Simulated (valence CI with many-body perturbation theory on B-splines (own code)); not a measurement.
# Hg⁷⁴⁺: E2, E3, M1, M2 decay

Level of theory: relativistic CI+MBPT: four valence electrons over a frozen Dirac-Fock core [He], a basis of 11 s, 11 p, 10 d, 8 f, 5 g, 2 h functions for each j, with the one-electron correlation potential Σ1 (screened to all orders), the two-electron term Σ2, the three-electron term Σ3, Breit, model QED; selected single and double excitations, second order for the rest, scaled by the run's own slope (own B-spline code, finite nucleus).

No measured spectrum was set against this ion. As an estimate, large intervals hold to a few tenths of a per cent, small ones and those within an open d or f shell to about a per cent. Among the levels kept, up to 1400 cm⁻¹ of a level comes from second order outside the variational space, and about a tenth of that is noise between levels of different J, which matters for small intervals.

Lines 1 to 50 of 91 in falling wavelength, among levels below 144360 × 10³ cm⁻¹, chosen from the decays that carry over 1 % of a level's rate. Wavelengths and rates use the calculated energies. Electric multipoles are in the length gauge with retardation, E1 and E2 with the static RPA response of the core. M1 uses the relativistic operator with retardation. S is in atomic units (e²a₀⁴ for E2 and M2, e²a₀⁶ for E3), for M1 in squared Bohr magnetons. Weak lines are less certain than strong ones. Lines between different terms over intervals too small for the method are left out, as are lines whose strength nearly cancels. The highest levels of a list are the least certain.

Levels are named by their leading jj configuration (3d3/2^4 stands for four electrons in 3d with j = 3/2), which in mixed levels can hold well under half, so a name can repeat and another be missing. Letters in brackets count levels of one name in rising energy.

| λ vac (Å) | Upper | Lower | Type | A (s⁻¹) | S (a.u.) |
| --- | --- | --- | --- | --- | --- |
| 6.098 | (2s^2 2p1/2 2p3/2) J=1 | (2s^2 2p1/2^2) J=0 | M1 | 5.06e+10 | 1.28e+00 |
| 6.044 | (2s^2 2p1/2 2p3/2) J=2 | (2s^2 2p1/2^2) J=0 | E2 | 3.76e+08 | 1.35e-05 |
| 6.009 | (2s^2 2p3/2^2) J=2 | (2s^2 2p1/2 2p3/2) J=2 | M1 | 3.93e+10 | 1.58e+00 |
| 6.001 | (2s^2 2p3/2 3d5/2) J=4 | (2s^2 2p1/2 3d5/2) J=3 | M1 | 3.51e+10 | 2.53e+00 |
| 5.957 | (2s^2 2p3/2^2) J=2 | (2s^2 2p1/2 2p3/2) J=1 | M1 | 3.91e+10 | 1.53e+00 |
| 5.761 | (2s^2 2p3/2^2) J=0 | (2s^2 2p1/2 2p3/2) J=1 | M1 | 8.47e+10 | 6.00e-01 |
| 1.182 | (2s 2p1/2^2 3p1/2) J=0 | (2s 2p1/2^2 2p3/2) J=1 | M1 | 1.30e+11 | 7.95e-03 |
| 1.174 | (2s^2 2p3/2 3p1/2) J=2 | (2s^2 2p3/2^2) J=0 | E2 | 8.99e+11 | 8.94e-06 |
| 1.172 | (2s^2 2p1/2 3p1/2) J=1 | (2s^2 2p1/2 2p3/2) J=2 | E2 | 2.36e+12 | 1.39e-05 |
| 1.172 | (2s^2 2p1/2 3p1/2) J=1 | (2s^2 2p1/2 2p3/2) J=2 | M1 | 1.10e+11 | 1.97e-02 |
| 1.171 | (2s 2p1/2^2 3p1/2) J=0 | (2s 2p1/2^2 2p3/2) J=2 | E2 | 4.68e+12 | 9.22e-06 |
| 1.170 | (2s^2 2p1/2 3p1/2) J=1 | (2s^2 2p1/2 2p3/2) J=1 | E2 | 2.36e+12 | 1.38e-05 |
| 1.166 | (2s^2 2p3/2 3p1/2) J=1 | (2s^2 2p3/2^2) J=2 | E2 | 2.38e+12 | 1.38e-05 |
| 1.166 | (2s^2 2p3/2 3p1/2) J=2 | (2s^2 2p3/2^2) J=2 | E2 | 3.29e+12 | 3.17e-05 |
| 1.165 | (2s^2 2p1/2 3p1/2) J=0 | (2s^2 2p1/2 2p3/2) J=2 | E2 | 4.66e+12 | 8.94e-06 |
| 1.163 | (2s^2 2p1/2 3p1/2) J=0 | (2s^2 2p1/2 2p3/2) J=1 | M1 | 1.27e+11 | 7.44e-03 |
| 1.161 | (2s 2p3/2^2 3p1/2) J=0 | (2s 2p3/2^3) J=2 | E2 | 2.48e+12 | 4.67e-06 |
| 1.123 | (2s^2 2p3/2 3d5/2) J=4 | (2s 2p1/2 2p3/2^2) J=2 [b] | E2 | 2.46e+10 | 3.54e-07 |
| 1.120 | (2s 2p1/2 2p3/2 3p3/2) J=4 | (2s 2p1/2 2p3/2^2) J=2 [b] | E2 | 1.62e+11 | 2.29e-06 |
| 1.113 | (2s 2p3/2^2 3p3/2) J=4 | (2s 2p3/2^3) J=2 | E2 | 8.77e+11 | 1.20e-05 |
| 1.112 | (2s^2 2p3/2 3d5/2) J=4 | (2s 2p1/2 2p3/2^2) J=3 | E2 | 1.85e+11 | 2.53e-06 |
| 1.110 | (2s 2p3/2^2 3p3/2) J=2 [b] | (2s 2p3/2^3) J=1 | E2 | 1.20e+12 | 8.99e-06 |
| 1.109 | (2s 2p1/2 2p3/2 3p3/2) J=0 [b] | (2s 2p1/2 2p3/2^2) J=2 [b] | E2 | 2.64e+12 | 3.95e-06 |
| 1.109 | (2s 2p1/2 2p3/2 3p3/2) J=4 | (2s 2p1/2 2p3/2^2) J=3 | E2 | 1.33e+12 | 1.79e-05 |
| 1.109 | (2s 2p1/2 2p3/2 3p3/2) J=3 [a] | (2s 2p1/2 2p3/2^2) J=2 [a] | E2 | 1.49e+12 | 1.56e-05 |
| 1.109 | (2s^2 2p3/2 3p3/2) J=2 | (2s^2 2p3/2^2) J=0 | E2 | 9.56e+11 | 7.15e-06 |
| 1.108 | (2s^2 2p3/2 3d5/2) J=4 | (2s 2p1/2 2p3/2^2) J=2 [a] | E2 | 1.19e+10 | 1.59e-07 |
| 1.108 | (2s 2p1/2 2p3/2 3p3/2) J=1 [d] | (2s 2p1/2 2p3/2^2) J=2 [b] | E2 | 1.50e+12 | 6.70e-06 |
| 1.107 | (2s 2p1/2 2p3/2 3p3/2) J=1 [d] | (2s 2p1/2 2p3/2^2) J=1 [a] | E2 | 1.33e+12 | 5.91e-06 |
| 1.107 | (2s 2p1/2^2 3p3/2) J=2 | (2s 2p1/2^2 2p3/2) J=2 | E2 | 1.60e+12 | 1.19e-05 |
| 1.106 | (2s^2 2p1/2 3p3/2) J=2 | (2s^2 2p1/2 2p3/2) J=2 | E2 | 1.64e+12 | 1.21e-05 |
| 1.106 | (2s^2 2p1/2 3p3/2) J=1 | (2s^2 2p1/2 2p3/2) J=2 | E2 | 1.18e+12 | 5.25e-06 |
| 1.105 | (2s^2 2p3/2 3p3/2) J=3 | (2s^2 2p3/2^2) J=2 | E2 | 1.87e+12 | 1.93e-05 |
| 1.105 | (2s^2 2p3/2 3p3/2) J=1 | (2s^2 2p3/2^2) J=2 | E2 | 1.88e+12 | 8.30e-06 |
| 1.104 | (2s 2p1/2 2p3/2 3p3/2) J=4 | (2s 2p1/2 2p3/2^2) J=2 [a] | E2 | 8.57e+10 | 1.13e-06 |
| 1.104 | (2s^2 2p1/2 3p3/2) J=2 | (2s^2 2p1/2 2p3/2) J=1 | E2 | 7.15e+11 | 5.24e-06 |
| 1.104 | (2s^2 2p1/2 3p3/2) J=1 | (2s^2 2p1/2 2p3/2) J=1 | E2 | 1.18e+12 | 5.21e-06 |
| 1.101 | (2s 2p3/2^2 3p3/2) J=0 | (2s 2p3/2^3) J=2 | E2 | 9.67e+11 | 1.40e-06 |
| 1.099 | (2s^2 2p3/2 3p3/2) J=0 | (2s^2 2p3/2^2) J=2 | E2 | 4.81e+12 | 6.87e-06 |
| 1.097 | (2s 2p1/2 2p3/2 3p3/2) J=1 [d] | (2s 2p1/2 2p3/2^2) J=3 | E2 | 8.40e+11 | 3.58e-06 |
| 1.094 | (2s 2p1/2 2p3/2 3p3/2) J=0 [b] | (2s 2p1/2 2p3/2^2) J=2 [a] | E2 | 6.46e+11 | 9.03e-07 |
| 1.086 | (2s 2p1/2 2p3/2 3d5/2) J=5 | (2s 2p1/2 2p3/2^2) J=3 | M2 | 1.51e+11 | 2.24e-06 |
| 1.086 | (2s 2p1/2 2p3/2 3d5/2) J=5 | (2s 2p1/2 2p3/2^2) J=3 | E3 | 8.59e+09 | 5.36e-07 |
| 1.082 | (2s^2 2p3/2 3d5/2) J=4 | (2s^2 2p3/2^2) J=2 | M2 | 1.31e+11 | 1.57e-06 |
| 0.9404 | (2s 2p1/2 2p3/2 3p3/2) J=3 [a] | (2s 2p1/2^2 2p3/2) J=2 | E2 | 6.84e+11 | 3.15e-06 |
| 0.9397 | (2s^2 2p3/2 3d5/2) J=4 | (2s 2p1/2^2 2p3/2) J=2 | E2 | 3.00e+10 | 1.76e-07 |
| 0.9372 | (2s 2p1/2 2p3/2 3p3/2) J=4 | (2s 2p1/2^2 2p3/2) J=2 | E2 | 2.57e+12 | 1.49e-05 |
| 0.9363 | (2s 2p3/2^2 3p3/2) J=4 | (2s 2p1/2 2p3/2^2) J=3 | E2 | 1.08e+12 | 6.22e-06 |
| 0.9357 | (2s 2p1/2 2p3/2 3p3/2) J=1 [d] | (2s 2p1/2^2 2p3/2) J=1 | E2 | 1.44e+12 | 2.77e-06 |
| 0.9351 | (2s 2p3/2^2 3p3/2) J=0 | (2s 2p1/2 2p3/2^2) J=2 [b] | E2 | 2.95e+12 | 1.88e-06 |
